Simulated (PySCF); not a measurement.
MoOF3, SMILES [O]=[Mo+]([F])([F])[F], charge +1, multiplicity 1. Geometry: r2SCAN-D4/def2-SVP. The spin state was assumed, not searched. The isomer is the one that the SMILES or the coordinates give; other isomers of the formula were not compared. The def2 effective core potentials stand for the cores of Mo; spin–orbit coupling is left out.

Computed equilibrium geometry at r2SCAN-D4/def2-SVP (PySCF confirms it by a frequency run) as Cartesian coordinates in Å, and its point group:
point group C3v.
```xyz
5

Mo     0.0000     0.0000    -0.0054
O      0.0000     0.0000    -1.6391
F     -1.4798     0.8543     0.4940
F      1.4798     0.8543     0.4940
F      0.0000    -1.7087     0.4940
```
Charge +1, spin multiplicity 1.
